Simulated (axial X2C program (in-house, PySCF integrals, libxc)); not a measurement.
## Correcting the dissociation energy of RbSe for spin–orbit coupling

A spin-free CCSD(T) curve (one-electron X2C) was computed with an in-house relativistic program for diatomic molecules, basis Rb dyall-cv3z [12s13p8d4f1g], Se dyall-cv3z [8s9p6d4f1g] (cores contracted in-house), for the state M_S = 1/2, Λ = 1 (beyond evenly filled blocks: π+α, π+β, π-α). It gives D0 = 2.275 eV to Rb + Se, which in a spin-free picture are the weighted means of the ground terms.

Correlated methods: 15 electrons correlated (number of frozen shells: Rb 3 s, 2 p, 1 d; Se 3 s, 2 p, 1 d), 277 virtual spin orbitals or spinors in MP2, 136 natural virtuals in coupled cluster.

Measured levels of the ground terms (NIST Handbook of Basic Atomic Spectroscopic Data), in cm⁻¹: Rb 2S: J = 1/2 at 0; Se 3P: J = 2 at 0, J = 1 at 1989.5, J = 0 at 2534.4.

The two components of the molecular doublet are 1263 cm⁻¹ apart in the PBE0 2c search (Ω = 3/2 lower), so the lower one lies 632 cm⁻¹ under their mean.

How far does each ground level lie under the (2J+1)-weighted mean of its term?

Rb: a single level, 0; Se: (5 × 0 + 3 × 1989.5 + 1 × 2534.4)/9 = 945 cm⁻¹.

Correct D0.

D0 = 2.275 + (632 − 945)/8065.5 = 2.236 eV at CCSD(T) with these spin–orbit terms. The direct two-component run gives 2.244 eV; the difference holds second-order terms in the molecule, scalar two-electron terms, the gap between measured and computed atomic splittings (a 2c atom can miss part of its lowering) and, in coupled cluster, the truncation of each run.

Second-order spin–orbit effects in the molecule, which grow quickly with Z, are left out. The state is one determinant whose occupation by symmetry is held fixed; it was picked as the lowest of a PBE0 search that is not exhaustive. De is counted from the lowest determinant-based energies of the atoms at the same level, without counterpoise correction. Coupled cluster ran in a truncated set of natural virtual spinors; the MP2 energy of the rest was added. (T) has no such correction and the atoms are truncated less, which lowers De at CCSD(T) by a hundredth of an eV or more. PBE0 can misorder states that lie within some tenths of an eV, so this need not be the ground state of the molecule. The nearest other spin-free determinant of the search, M_S = 1/2, Λ = 0, lies 0.24 eV up at the distance of the search.
